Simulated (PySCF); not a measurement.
Ligands exchanged one at a time, Si Cl-OH. Isolated molecules, 0 K electronic values unless said otherwise. One relaxed conformer stands for each flexible species; it need not be the lowest. Strings in code marks are SMILES.

Calculation: PBE-D3(BJ)/def2-TZVP in PySCF 2.14.0. All candidates: neutral, multiplicity 1. Excitations are Tamm–Dancoff values on a coarser integration grid. The basis has no diffuse functions, so Rydberg states are missing or too high.

The HOMO is -7.69 eV and the T1 excitation (TDA) comes out as 6.68 eV. The LUMO is -0.87 eV.

**Question.** Name which member has these values.
(A) `O[Si](O)(Cl)Cl` (H–O–Si–Cl torsion -76°, Cl–Si–O–H torsion -174°)
(B) `O[Si](O)(O)Cl`
(C) `O[Si](O)(O)O`
(D) `O[Si](Cl)(Cl)Cl`

**Answer.** A, `O[Si](O)(Cl)Cl` (H–O–Si–Cl torsion -76°, Cl–Si–O–H torsion -174°). The others give `O[Si](O)(O)Cl`: -7.62 eV, 6.86 eV, -0.65 eV; `O[Si](Cl)(Cl)Cl`: -7.90 eV, 6.45 eV, -1.27 eV; `O[Si](O)(O)O`: -7.35 eV, 6.69 eV, -0.54 eV
